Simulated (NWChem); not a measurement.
System: C2H5FOSi; SMILES O[SiH2]/C=C/F

Here is an NWChem input.

```
start job
memory heap 200 mb stack 900 mb global 1100 mb
geometry units angstroms noautosym nocenter noautoz
  O     -0.717199    -2.306882     0.295548
  Si     0.443699    -1.203227    -0.172426
  C     -0.238813     0.507518    -0.440504
  C      0.193070     1.539476     0.284051
  F     -0.258450     2.795377     0.119029
  H     -1.214865    -2.090608     1.096422
  H      1.530281    -1.059224     0.841363
  H      0.989535    -1.768058    -1.427863
  H     -0.997305     0.709862    -1.196500
  H      0.943344     1.492094     1.070128
end
basis spherical
  * library 6-31g*
end
dft
  xc b3lyp
  iterations 150
end
property
  shielding
end
task dft property
```

Parts of the log:

```
             Northwest Computational Chemistry Package (NWChem) 7.3.0
             --------------------------------------------------------

                             Geometry "geometry" -> ""
                             -------------------------

 Output coordinates in angstroms (scale by  1.889725989 to convert to a.u.)

  No.       Tag          Charge          X              Y              Z
 ---- ---------------- ---------- -------------- -------------- --------------
    1 O                    8.0000    -0.71719900    -2.30688200     0.29554800
    2 Si                  14.0000     0.44369900    -1.20322700    -0.17242600
    3 C                    6.0000    -0.23881300     0.50751800    -0.44050400
    4 C                    6.0000     0.19307000     1.53947600     0.28405100
    5 F                    9.0000    -0.25845000     2.79537700     0.11902900
    6 H                    1.0000    -1.21486500    -2.09060800     1.09642200
    7 H                    1.0000     1.53028100    -1.05922400     0.84136300
    8 H                    1.0000     0.98953500    -1.76805800    -1.42786300
    9 H                    1.0000    -0.99730500     0.70986200    -1.19650000
   10 H                    1.0000     0.94334400     1.49209400     1.07012800

 Effective nuclear repulsion energy (a.u.)     214.0556296389

                              NWChem Property Module
                              ----------------------

  itol2e modified to match energy
  convergence criterion.

                                 NWChem DFT Module
                                 -----------------

 Summary of "ao basis" -> "ao basis" (spherical)
 ------------------------------------------------------------------------------
       Tag                 Description            Shells   Functions and Types
 ---------------- ------------------------------  ------  ---------------------
 O                           6-31g*                  6       14   3s2p1d
 Si                          6-31g*                  8       18   4s3p1d
 C                           6-31g*                  6       14   3s2p1d
 F                           6-31g*                  6       14   3s2p1d
 H                           6-31g*                  2        2   2s

  itol2e modified to match energy
  convergence criterion.

            General Information
            -------------------
          SCF calculation type: DFT
          Wavefunction type:  closed shell.
          No. of atoms     :    10
          No. of electrons :    48
           Alpha electrons :    24
            Beta electrons :    24
          Charge           :     0
          Spin multiplicity:     1
          Use of symmetry is: off; symmetry adaption is: off
          Maximum number of iterations: 150
          AO basis - number of functions:    84
                     number of shells:    42
          Convergence on energy requested:  1.00D-07
          Convergence on density requested:  1.00D-05
          Convergence on gradient requested:  5.00D-04

              XC Information
              --------------
                         B3LYP Method XC Potential
                     Hartree-Fock (Exact) Exchange  0.200
                        Slater Exchange Functional  0.800 local
                    Becke 1988 Exchange Functional  0.720 non-local
              Lee-Yang-Parr Correlation Functional  0.810
                  VWN I RPA Correlation Functional  0.190 local

[...]

          -----------------------------------------
          Chemical Shielding Tensors (GIAO, in ppm)
          -----------------------------------------

                                NWChem CPHF Module
                                ------------------

  scftype          =     RHF
  nclosed          =       24
  nopen            =        0
  variables        =     1440
  # of vectors     =        3
  tolerance        = 0.10D-03
  level shift      = 0.00D+00
  max iterations   =       50
  max subspace     =       30

 SCF residual:    1.5873705131226668E-005

Iterative solution of linear equations
  No. of variables     1440
  No. of equations        3
  Maximum subspace       30
        Iterations       50
       Convergence  1.0D-04

   iter   nsub   residual    time
   ----  ------  --------  ---------
     1      3    4.02D-01      69.4
     2      6    1.69D-02      74.9
     3      9    1.16D-03      80.2
     4     12    3.54D-05      86.0

      Atom:    1  O
        Diamagnetic
    394.3504     11.5134    -13.2647
     11.5134    390.4396     -2.6190
    -13.2647     -2.6190    388.7549

        Paramagnetic
   -103.9374    -33.1240      1.0065
    -33.1240    -86.4010     11.3964
      1.0065     11.3964    -85.9402

        Total Shielding Tensor
    290.4131    -21.6106    -12.2582
    -21.6106    304.0386      8.7773
    -12.2582      8.7773    302.8146

           isotropic =     299.0888
          anisotropy =      43.5584

          Principal Components and Axis System
                 1           2           3
              328.1277    295.4643    273.6743

      1        -0.5473      0.1403      0.8251
      2         0.6725     -0.5131      0.5333
      3         0.4982      0.8468      0.1864

      Atom:    2  Si
        Diamagnetic
    881.7508      1.2503     -0.7261
      1.2503    886.3161     -1.1690
     -0.7261     -1.1690    879.0031

        Paramagnetic
   -454.8381     24.2879    -17.0371
     24.2879   -454.3858    -15.3100
    -17.0371    -15.3100   -481.7672

        Total Shielding Tensor
    426.9126     25.5382    -17.7632
     25.5382    431.9303    -16.4790
    -17.7632    -16.4790    397.2359

           isotropic =     418.6930
          anisotropy =      67.7221

          Principal Components and Axis System
                 1           2           3
              463.8410    404.0011    388.2367

      1         0.6401      0.6987      0.3195
      2         0.6884     -0.7063      0.1652
      3        -0.3410     -0.1142      0.9331

      Atom:    3  C
        Diamagnetic
    252.4963     -4.3708      8.4392
     -4.3708    272.3873      2.3806
      8.4392      2.3806    252.7852

        Paramagnetic
   -142.6593     49.9706    -71.3072
     49.9706   -207.4148     13.1863
    -71.3072     13.1863   -147.4121

        Total Shielding Tensor
    109.8369     45.5998    -62.8680
     45.5998     64.9725     15.5668
    -62.8680     15.5668    105.3731

           isotropic =      93.3942
          anisotropy =     123.2006

          Principal Components and Axis System
                 1           2           3
              175.5280     95.0522      9.6024

      1         0.7501      0.2835     -0.5974
      2         0.2217      0.7433      0.6311
      3        -0.6230      0.6058     -0.4948

      Atom:    4  C
        Diamagnetic
    243.1985     -2.9053      8.9798
     -2.9053    267.1785      5.3691
      8.9798      5.3691    244.8641

        Paramagnetic
   -214.6608     58.0580    -57.2631
     58.0580   -239.5060     33.0693
    -57.2631     33.0693   -198.3651

        Total Shielding Tensor
     28.5377     55.1526    -48.2833
     55.1526     27.6725     38.4385
    -48.2833     38.4385     46.4990

           isotropic =      34.2364
          anisotropy =      81.5921

          Principal Components and Axis System
                 1           2           3
               88.6311     75.9192    -61.8412

      1         0.7552      0.1821     -0.6297
      2         0.3238      0.7316      0.5999
      3        -0.5700      0.6570     -0.4935

      Atom:    5  F
        Diamagnetic
    467.5819     -9.0732     -0.3579
     -9.0732    490.3086     -3.5881
     -0.3579     -3.5881    464.4489

        Paramagnetic
   -196.7412      3.0215   -110.5791
      3.0215   -244.3093    -41.3817
   -110.5791    -41.3817   -217.8165

        Total Shielding Tensor
    270.8407     -6.0517   -110.9370
     -6.0517    245.9994    -44.9697
   -110.9370    -44.9697    246.6324

           isotropic =     254.4908
          anisotropy =     181.6748

          Principal Components and Axis System
                 1           2           3
              375.6073    253.6369    134.2282

      1         0.7065     -0.3677      0.6048
      2         0.2023      0.9237      0.3252
      3        -0.6782     -0.1074      0.7270

      Atom:    6  H
        Diamagnetic
     27.7705      0.6700    -13.3717
      0.6700     21.4881      1.4549
    -13.3717      1.4549     35.1137

        Paramagnetic
      3.4107     -0.1320      4.8017
     -0.1320      6.0473     -0.3559
      4.8017     -0.3559      0.7500

        Total Shielding Tensor
     31.1812      0.5381     -8.5700
      0.5381     27.5354      1.0989
     -8.5700      1.0989     35.8637

           isotropic =      31.5267
          anisotropy =      16.3498

          Principal Components and Axis System
                 1           2           3
               42.4266     27.8839     24.2697

      1        -0.6046      0.2755      0.7474
      2         0.0369      0.9470     -0.3192
      3         0.7957      0.1654      0.5827

      Atom:    7  H
        Diamagnetic
     32.9526      0.0528      7.6056
      0.0528     26.9052      0.1421
      7.6056      0.1421     29.7010

        Paramagnetic
     -3.5471      0.6502     -4.4378
      0.6502     -0.8350     -0.5808
     -4.4378     -0.5808     -3.9712

[...]
```

Level: B3LYP/6-31G* (spherical d), GIAO. The geometry was optimised at B3LYP/6-31G* (spherical d). B3LYP is NWChem's, with the RPA form of VWN correlation. The printed shielding anisotropy is the first printed principal value minus the mean of the other two.
